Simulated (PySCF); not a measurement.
## Iron: a sound run and one with changed settings

Sound run: Fe [Ar] 3d6 4s2, Fe+ [Ar] 3d6 4s1. Calculation: PySCF 2.14, in aug-cc-pVDZ (7s6p4d2f, 59 functions); no relativity, point nucleus. The sound run starts from symmetry-adapted Hartree-Fock orbitals and uses a fine grid where one is needed.

A second run was set up differently.

```csv
species,method,sound run (hartree),changed run (hartree),converged
Fe,UHF,-1262.45147,-1262.38098,no
Fe,TPSS,-1263.70273,-1263.70538,no
Fe,r2SCAN,-1263.65785,-1263.64950,no
Fe+,UHF,-1262.21741,-1262.21741,no
Fe+,TPSS,-1263.42592,-1263.42592,no
Fe+,r2SCAN,-1263.37499,-1263.37499,no
```

Question: What was changed?
A. level shift left on
B. basis contracted for another Hamiltonian
C. all electrons correlated in a valence basis
D. too few SCF iterations

Answer: D. It used initial guess minao, at most 8 SCF cycles. The SCF was stopped early; the energies are upper bounds that still move, and correlated levels were skipped or rest on poor orbitals.
